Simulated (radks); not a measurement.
Results of a calculation; reference values are marked as such.
Removal energies from the bromine ion Br3+, [Ar] 3d10 4s2 4p(1/2: 2, 3/2: 0), by Delta-SCF beside the eigenvalue of the level emptied. Code: a radial shooting solver on a logarithmic mesh with Libxc functionals. Model: Dirac Kohn-Sham, PBE, spin-unpolarised, spherical densities, finite nucleus; Fermi nuclear charge, rms radius of each element as measured or else 0.836 A^(1/3) + 0.57 fm. Sub-shells are occupied by j as written (lower j first in brackets).

[
 {"removed from": "4p1/2", "final configuration": "[Ar] 3d10 4s2 4p(1/2: 1, 3/2: 0)", "Delta-SCF (eV)": "46.462", "-eigenvalue (eV)": "40.261"},
 {"removed from": "4s1/2", "final configuration": "[Ar] 3d10 4s1 4p(1/2: 2, 3/2: 0)", "Delta-SCF (eV)": "60.960", "-eigenvalue (eV)": "54.062"},
 {"removed from": "3d5/2", "final configuration": "[Ar] 3d(3/2: 4, 5/2: 5) 4s2 4p(1/2: 2, 3/2: 0)", "Delta-SCF (eV)": "118.91", "-eigenvalue (eV)": "104.36"},
 {"removed from": "3d3/2", "final configuration": "[Ar] 3d(3/2: 3, 5/2: 6) 4s2 4p(1/2: 2, 3/2: 0)", "Delta-SCF (eV)": "120.06", "-eigenvalue (eV)": "105.45"}
]
